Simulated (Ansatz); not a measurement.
Isolated molecules relaxed with PBE0-D4/def2-TZVP in Ansatz; ΔE leaves out vibrations. CBS: MP2 limit from def2 TZ/QZ plus the TZ coupled-cluster correction, frozen cores. Functionals use def2-TZVPP. B3LYP here is the variant with VWN-RPA as its local correlation; programs differ in this. HSE06 is defined as in plane-wave codes. def2 core potentials past Kr. For Se, Te outer-core shells are correlated without core-valence functions, which leaves a few kJ/mol of doubt a bond. Scalar relativity is left out up to krypton. One conformer a species, not always the lowest.

Reaction (ligand exchange at the Al–C bond): `[AlH2][CH2]C[TeH]` + `[SiH3][SeH]` → `[AlH2][Se][SiH3]` + `CC[TeH]`

```json
{"level": "LDA (SPW92)", "ΔE (kJ/mol)": "-137.4", "difference from CCSD(T)/CBS": "8.9"}
{"level": "PBE-D4", "ΔE (kJ/mol)": "-140.3", "difference from CCSD(T)/CBS": "6.0"}
{"level": "revPBE-D4", "ΔE (kJ/mol)": "-138.5", "difference from CCSD(T)/CBS": "7.8"}
{"level": "BLYP-D4", "ΔE (kJ/mol)": "-135.5", "difference from CCSD(T)/CBS": "10.8"}
{"level": "r2SCAN-D4", "ΔE (kJ/mol)": "-145.9", "difference from CCSD(T)/CBS": "0.4"}
{"level": "B97M-V", "ΔE (kJ/mol)": "-140.0", "difference from CCSD(T)/CBS": "6.3"}
{"level": "PBE0-D4", "ΔE (kJ/mol)": "-145.4", "difference from CCSD(T)/CBS": "0.9"}
{"level": "B3LYP-D4", "ΔE (kJ/mol)": "-140.6", "difference from CCSD(T)/CBS": "5.7"}
{"level": "r2SCANh-D4", "ΔE (kJ/mol)": "-147.2", "difference from CCSD(T)/CBS": "-0.9"}
{"level": "r2SCAN0-D4", "ΔE (kJ/mol)": "-149.1", "difference from CCSD(T)/CBS": "-2.8"}
{"level": "HSE06-D4", "ΔE (kJ/mol)": "-145.5", "difference from CCSD(T)/CBS": "0.8"}
{"level": "BHLYP-D4", "ΔE (kJ/mol)": "-148.3", "difference from CCSD(T)/CBS": "-2.0"}
{"level": "CAM-B3LYP-D4", "ΔE (kJ/mol)": "-139.5", "difference from CCSD(T)/CBS": "6.8"}
{"level": "ωB97X-V", "ΔE (kJ/mol)": "-142.6", "difference from CCSD(T)/CBS": "3.7"}
{"level": "ωB97M-V", "ΔE (kJ/mol)": "-142.3", "difference from CCSD(T)/CBS": "4.0"}
{"level": "PBE-QIDH", "ΔE (kJ/mol)": "-149.4", "difference from CCSD(T)/CBS": "-3.1"}
{"level": "revPBE", "ΔE (kJ/mol)": "-139.5", "difference from CCSD(T)/CBS": "6.8"}
{"level": "BLYP", "ΔE (kJ/mol)": "-135.0", "difference from CCSD(T)/CBS": "11.3"}
{"level": "r2SCAN", "ΔE (kJ/mol)": "-146.1", "difference from CCSD(T)/CBS": "0.2"}
{"level": "PBE0", "ΔE (kJ/mol)": "-145.0", "difference from CCSD(T)/CBS": "1.3"}
{"level": "B3LYP", "ΔE (kJ/mol)": "-139.8", "difference from CCSD(T)/CBS": "6.5"}
{"level": "r2SCAN0", "ΔE (kJ/mol)": "-149.2", "difference from CCSD(T)/CBS": "-2.9"}
{"level": "HSE06", "ΔE (kJ/mol)": "-145.1", "difference from CCSD(T)/CBS": "1.2"}
{"level": "BHLYP", "ΔE (kJ/mol)": "-145.7", "difference from CCSD(T)/CBS": "0.6"}
{"level": "CAM-B3LYP", "ΔE (kJ/mol)": "-139.1", "difference from CCSD(T)/CBS": "7.2"}
{"level": "LC-ωPBE", "ΔE (kJ/mol)": "-143.2", "difference from CCSD(T)/CBS": "3.1"}
{"level": "RPA@PBE/def2-TZVPP", "ΔE (kJ/mol)": "-139.2", "difference from CCSD(T)/CBS": "7.1"}
{"level": "HF/def2-SVP", "ΔE (kJ/mol)": "-150.2", "difference from CCSD(T)/CBS": "-3.9"}
{"level": "MP2/def2-SVP", "ΔE (kJ/mol)": "-147.0", "difference from CCSD(T)/CBS": "-0.7"}
{"level": "CCSD/def2-SVP", "ΔE (kJ/mol)": "-143.3", "difference from CCSD(T)/CBS": "3.0"}
{"level": "CCSD(T)/def2-SVP", "ΔE (kJ/mol)": "-142.9", "difference from CCSD(T)/CBS": "3.4"}
{"level": "HF/def2-TZVPP", "ΔE (kJ/mol)": "-152.6", "difference from CCSD(T)/CBS": "-6.3"}
{"level": "MP2/def2-TZVPP", "ΔE (kJ/mol)": "-148.3", "difference from CCSD(T)/CBS": "-2.0"}
{"level": "SCS-MP2/def2-TZVPP", "ΔE (kJ/mol)": "-146.2", "difference from CCSD(T)/CBS": "0.1"}
{"level": "HF/def2-QZVPP", "ΔE (kJ/mol)": "-151.4", "difference from CCSD(T)/CBS": "-5.1"}
{"level": "MP2/def2-QZVPP", "ΔE (kJ/mol)": "-149.1", "difference from CCSD(T)/CBS": "-2.8"}
{"level": "SCS-MP2/def2-QZVPP", "ΔE (kJ/mol)": "-146.9", "difference from CCSD(T)/CBS": "-0.6"}
{"level": "HF/CBS(def2)", "ΔE (kJ/mol)": "-151.2", "difference from CCSD(T)/CBS": "-4.9"}
{"level": "MP2/CBS(def2)", "ΔE (kJ/mol)": "-150.5", "difference from CCSD(T)/CBS": "-4.2"}
{"level": "CCSD/CBS(def2)", "ΔE (kJ/mol)": "-146.6", "difference from CCSD(T)/CBS": "-0.3"}
{"level": "CCSD(T)/CBS", "ΔE (kJ/mol)": "-146.3", "difference from CCSD(T)/CBS": "0"}
```

Largest T1 diagnostic among the species: 0.010.

In def2-TZVPP, CCSD(T) changes the Hartree–Fock value by +8.5 kJ/mol (the triples alone add +0.3 kJ/mol) and MP2 by +4.3 kJ/mol. From r2SCAN to r2SCAN0 (25 % exact exchange), in def2-TZVPP and without D4, ΔE moves by −3.1 kJ/mol.
